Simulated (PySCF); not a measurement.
# ScSF, singlet: molecular constants

Method: PySCF, PBE0, basis Sc def2-TZVP, S def2-TZVP, F def2-TZVP (no relativity, density fitting).

The structure is a minimum.

Z-matrix (Å, degrees; charge 0 multiplicity 1):
```
Sc
S  1 2.1531
F  1 1.8508 2 122.93
```

```
Point group                                                                   : Cs
Bond lengths                                                                  : Sc–F 1.851 Å, Sc–S 2.153 Å
Bond angles                                                                   : F–Sc–S 122.9°
Rotational constants                                                          : 0.8381, 0.1065, 0.09447 cm⁻¹
Zero-point energy                                                             : 8.3 kJ/mol
Principal quadrupole moments (Buckingham, traceless) about the centre of mass : -17.50, 7.43, 10.06 D Å
Enthalpy at 298.15 K above 0 K                                                : 12.42 kJ/mol
Rotational symmetry number                                                    : 1
Highest occupied level                                                        : -6.44 eV
Principal polarisabilities                                                    : 35.4, 38.9, 72.2 bohr³
Lowest empty level                                                            : -2.70 eV
Heat capacity Cp at 298.15 K                                                  : 49.5 J/(mol K)
Entropy at 298.15 K and 1 bar                                                 : 284.4 J/(mol K)
Atomisation energy without zero-point energy                                  : 1082 kJ/mol
Dipole moment                                                                 : 6.84 D
```

Harmonic modes (masses in u: Sc 44.956, S 31.972, F 18.998):
```
symmetry  ω (cm⁻¹)  IR (km/mol)  μ (u)     type
      a'       145         20.8  25.56     bend
      a'       569         46.5  33.63  stretch
      a'       671          275  24.01  stretch
```

Charges (e):
```tsv
atom	Mulliken	Löwdin	polar tensor	Mayer order to Sc1
Sc1	1.08	0.28	1.66	–
S2	-0.58	-0.05	-0.84	2.21
F3	-0.51	-0.24	-0.82	0.87
```

Mulliken populations on Sc1: s 6.17, p 12.25, d 1.44, f 0.05.

Outer orbital energies (eV). occupied: -16.86, -11.52, -11.16, -11.12, -6.96, -6.61, -6.44; empty: -2.70, -1.85, -1.84, -0.80.

Formally Sc is in oxidation state +3, d0. The polar-tensor charge on Sc, 1.66, is far below the formal one.

Stability towards spin polarisation was not tested. This need not be the most stable arrangement of these atoms.

The final relaxation and frequency run took 37 s on 4 threads of a shared Arm Neoverse N1 host, with 113 basis functions and 14 gradients; the process peaked at 1 GiB. Launch command: `OMP_NUM_THREADS=4 python axn.py task.json out`.
